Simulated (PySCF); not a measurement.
C₂F₃, multiplicity 2. Atoms are numbered in the order given.

```xyz
5

F      0.0278    -1.9558     0.0000
C      0.5987    -0.7854     0.0000
C      0.0592     0.4223     0.0000
F     -1.2404     0.6702     0.0000
F      0.7741     1.5277     0.0000
```
Charge 0, spin multiplicity 2.

The structure is a stationary point at B3LYP-D3(BJ)/def2-SVP. The isomer is the one that the SMILES or the coordinates give; other isomers of the formula were not compared.

All values below come from B3LYP-D3(BJ)/def2-SVP run with PySCF.

No scaling factor is applied to the harmonic values.

Task: Give all harmonic wavenumbers and intensities. (The exact figures need the calculation; the answer reports its results.)

Result: 
```tsv
mode	ν (cm⁻¹)	IR (km/mol)	moving atoms (share of kinetic energy)
1	211	4.1	F 88 %, C 12 %
2	255	1.2	C 66 %, F 34 %
3	488	1.5	F 87 %, C 13 %
4	502	10.3	C 87 %, F 13 %
5	620	1.1	F 67 %, C 33 %
6	933	23.3	F 57 %, C 43 %
7	1267	308.5	C 66 %, F 34 %
8	1329	278.7	C 71 %, F 29 %
9	1872	40.9	C 95 %
```
